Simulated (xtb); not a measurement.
GaI3, singlet, from a rough starting geometry (GFN-xTB shapes and energies of metal compounds can be far from the true ones); xtb with GFN2-xTB.

Here is a job for xtb.
```
$ xtb mol.xyz --gfn 2 --opt vtight --json

# file mol.xyz
4

Ga     0.00190955     0.00187491    -0.02013868
I     -2.05243898    -1.43165027    -0.03716539
I      0.02070455     2.26210817    -1.19294297
I      2.05710238    -0.79142749     1.23806179
```

Output, abridged:

```
   ID    Z sym.   atoms
    1   31 Ga     1
    2   53 I      2-4

           -------------------------------------------------
          |                Calculation Setup                |
           -------------------------------------------------

           -------------------------------------------------
          |                 G F N 2 - x T B                 |
           -------------------------------------------------

          ...................................................
          :                      SETUP                      :
          :.................................................:
          :  # basis functions                  40          :
          :  # atomic orbitals                  36          :
          :  # shells                           12          :
          :  # electrons                        24          :
          :  max. iterations                   250          :
          :  Hamiltonian                  GFN2-xTB          :
          :  restarted?                      false          :
          :  GBSA solvation                  false          :
          :  PC potential                    false          :
          :  electronic temp.          300.0000000     K    :
          :  accuracy                    1.0000000          :
          :  -> integral cutoff          0.2500000E+02      :
          :  -> integral neglect         0.1000000E-07      :
          :  -> SCF convergence          0.1000000E-05 Eh   :
          :  -> wf. convergence          0.1000000E-03 e    :
          :  Broyden damping             0.4000000          :
          :  net charge                          0          :
          :  unpaired electrons                  0          :
          ...................................................

 iter      E             dE          RMSdq      gap      omega  full diag
   1    -12.8419104 -0.128419E+02  0.242E+01    3.60       0.0  T
   2    -12.8463637 -0.445323E-02  0.153E+01    3.45       1.0  T
   3    -12.8486596 -0.229596E-02  0.253E+00    3.28       1.0  T
   4    -12.8490231 -0.363487E-03  0.194E+00    3.31       1.0  T
   5    -12.8482283  0.794822E-03  0.146E+00    3.28       1.0  T
   6    -12.8491317 -0.903412E-03  0.195E-01    3.34       1.0  T
   7    -12.8491428 -0.110457E-04  0.173E-01    3.33       1.0  T
   8    -12.8491258  0.169053E-04  0.150E-01    3.34       1.0  T
   9    -12.8491449 -0.190412E-04  0.290E-02    3.33       1.7  T
  10    -12.8491450 -0.120784E-06  0.596E-03    3.33       8.4  T
  11    -12.8491449  0.732268E-07  0.141E-02    3.33       3.5  T
  12    -12.8491450 -0.868055E-07  0.216E-03    3.33      23.2  T
  13    -12.8491450 -0.241918E-09  0.292E-03    3.33      17.1  T
  14    -12.8491450 -0.257751E-08  0.676E-04    3.33      74.0  T
  15    -12.8491450 -0.190500E-09  0.105E-04    3.33     474.7  T

   *** convergence criteria satisfied after 15 iterations ***

         :::::::::::::::::::::::::::::::::::::::::::::::::::::
         ::                     SUMMARY                     ::
         :::::::::::::::::::::::::::::::::::::::::::::::::::::
         :: total energy             -12.831630565523 Eh    ::
         :: gradient norm              0.013332632422 Eh/a0 ::
         :: HOMO-LUMO gap              3.329095391003 eV    ::
         ::.................................................::
         :: SCC energy               -12.849142825726 Eh    ::
         :: -> isotropic ES            0.006670488332 Eh    ::
         :: -> anisotropic ES          0.005019554628 Eh    ::
         :: -> anisotropic XC         -0.015738168283 Eh    ::
         :: -> dispersion             -0.005743393301 Eh    ::
         :: repulsion energy           0.017512260203 Eh    ::
         :: add. restraining           0.000000000000 Eh    ::
         :: total charge              -0.000000000000 e     ::
         :::::::::::::::::::::::::::::::::::::::::::::::::::::

      -----------------------------------------------------------
     |                   =====================                   |
     |                        A N C O P T                        |
     |                   =====================                   |
     |               Approximate Normal Coordinate               |
     |                Rational Function Optimizer                |
      -----------------------------------------------------------
      -----------------------------------------------------------
     |                   =====================                   |
     |                        A N C O P T                        |
     |                   =====================                   |
     |               Approximate Normal Coordinate               |
     |                Rational Function Optimizer                |
      -----------------------------------------------------------

          ...................................................
          :                      SETUP                      :
          :.................................................:
          :   optimization level         verytight          :
          :   max. optcycles                   200          :
          :   ANC micro-cycles                  20          :
          :   degrees of freedom                 6          :
          :.................................................:
          :   RF solver                   davidson          :
          :   write xtbopt.log                true          :
          :   linear?                        false          :
          :   energy convergence         0.1000000E-06 Eh   :
          :   grad. convergence          0.2000000E-03 Eh/α :
          :   maxmium RF displ.          1.0000000          :
          :   Hlow (freq-cutoff)         0.1000000E-01      :
          :   Hmax (freq-cutoff)         5.0000000          :
          :   S6 in model hess.         20.0000000          :
          ...................................................

[...]
 * total energy  :   -12.8316306 Eh     change       -0.2380318E-11 Eh
 * total energy  :   -12.8264524 Eh     change        0.5178168E-02 Eh
 * total energy  :   -12.8319912 Eh     change       -0.5538805E-02 Eh
 * total energy  :   -12.8303619 Eh     change        0.1629294E-02 Eh
 * total energy  :   -12.8320965 Eh     change       -0.1734564E-02 Eh
 * total energy  :   -12.8313253 Eh     change        0.7711502E-03 Eh
 * total energy  :   -12.8321576 Eh     change       -0.8323098E-03 Eh
 * total energy  :   -12.8321568 Eh     change        0.8390493E-06 Eh
 * total energy  :   -12.8321588 Eh     change       -0.1969010E-05 Eh
 * total energy  :   -12.8321588 Eh     change       -0.3224287E-07 Eh
   *** GEOMETRY OPTIMIZATION CONVERGED AFTER 10 ITERATIONS ***
[...]
          :  Broyden damping             0.4000000          :
          :  net charge                          0          :
          :  unpaired electrons                  0          :
          ...................................................

 iter      E             dE          RMSdq      gap      omega  full diag
   1    -12.8523780 -0.128524E+02  0.282E-04    3.50       0.0  T
   2    -12.8523780 -0.869171E-11  0.233E-04    3.50     215.0  T
   3    -12.8523780 -0.134683E-10  0.145E-04    3.50     344.7  T

   *** convergence criteria satisfied after 3 iterations ***

         :::::::::::::::::::::::::::::::::::::::::::::::::::::
         ::                     SUMMARY                     ::
         :::::::::::::::::::::::::::::::::::::::::::::::::::::
         :: total energy             -12.832158793530 Eh    ::
         :: gradient norm              0.000064485572 Eh/a0 ::
         :: HOMO-LUMO gap              3.500700760053 eV    ::
         ::.................................................::
         :: SCC energy               -12.852375964519 Eh    ::
         :: -> isotropic ES            0.006368311869 Eh    ::
         :: -> anisotropic ES          0.005156735270 Eh    ::
         :: -> anisotropic XC         -0.016646798012 Eh    ::
         :: -> dispersion             -0.005780675753 Eh    ::
         :: repulsion energy           0.020217170989 Eh    ::
         :: add. restraining           0.000000000000 Eh    ::
         :: total charge               0.000000000000 e     ::
         :::::::::::::::::::::::::::::::::::::::::::::::::::::

           -------------------------------------------------
          |                Property Printout                |
           -------------------------------------------------

    * Orbital Energies and Occupations

         #    Occupation            Energy/Eh            Energy/eV
      -------------------------------------------------------------
         1        2.0000           -0.7856638             -21.3790
         2        2.0000           -0.7856525             -21.3787
         3        2.0000           -0.7784090             -21.1816
         4        2.0000           -0.6024566             -16.3937
         5        2.0000           -0.4878192             -13.2742
         6        2.0000           -0.4878035             -13.2738
         7        2.0000           -0.4706892             -12.8081
         8        2.0000           -0.4706704             -12.8076
         9        2.0000           -0.4690337             -12.7631
        10        2.0000           -0.4690226             -12.7628
        11        2.0000           -0.4686747             -12.7533
        12        2.0000           -0.4571206             -12.4389 (HOMO)
        13                         -0.3284722              -8.9382 (LUMO)
        14                         -0.1993309              -5.4241
        15                         -0.0977679              -2.6604
        16                         -0.0977000              -2.6586
        17                         -0.0570706              -1.5530
        18                         -0.0570625              -1.5528
        19                         -0.0394091              -1.0724
        20                         -0.0393991              -1.0721
        21                         -0.0367867              -1.0010
        22                         -0.0283126              -0.7704
        23                         -0.0283052              -0.7702
       ...                                ...                  ...
        36                          2.8873259              78.5681
      -------------------------------------------------------------
                  HL-Gap            0.1286484 Eh            3.5007 eV
             Fermi-level           -0.3927964 Eh          -10.6885 eV

     #   Z          covCN         q      C6AA      α(0)
     1  31 Ga       2.564     0.008   218.598    33.156
     2  53 I        0.867    -0.003   371.923    33.292
     3  53 I        0.867    -0.003   371.918    33.292
     4  53 I        0.867    -0.003   371.919    33.292

 Mol. C6AA /au·bohr⁶  :       5234.569177
 Mol. C8AA /au·bohr⁸  :     501583.998451
 Mol. α(0) /au        :        133.032206

Wiberg/Mayer (AO) data.
largest (>0.10) Wiberg bond orders for each atom

 ---------------------------------------------------------------------------
     #   Z sym  total        # sym  WBO       # sym  WBO       # sym  WBO
 ---------------------------------------------------------------------------
     1  31 Ga   3.713 --     4 I    1.238     3 I    1.238     2 I    1.238
     2  53 I    1.512 --     1 Ga   1.238     3 I    0.137     4 I    0.137
     3  53 I    1.512 --     1 Ga   1.238     2 I    0.137     4 I    0.137
     4  53 I    1.512 --     1 Ga   1.238     3 I    0.137     2 I    0.137
 ---------------------------------------------------------------------------

Topologies differ in total number of bonds
Writing topology from bond orders to xtbtopo.mol

molecular dipole:
                 x           y           z       tot (Debye)
 q only:        0.000       0.000      -0.000
   full:        0.000       0.001      -0.001       0.004
molecular quadrupole (traceless):
                xx          xy          yy          xz          yz          zz
 q only:       -0.030      -0.020      -0.017      -0.035       0.048       0.047
  q+dip:       -4.788      -3.094      -2.873      -5.793       7.865       7.661
   full:       -6.016      -3.887      -3.611      -7.279       9.883       9.626

optimized geometry written to: xtbopt.xyz

           -------------------------------------------------
          | TOTAL ENERGY              -12.832158793530 Eh   |
          | GRADIENT NORM               0.000064485572 Eh/α |
          | HOMO-LUMO GAP               3.500700760053 eV   |
           -------------------------------------------------

normal termination of xtb
```
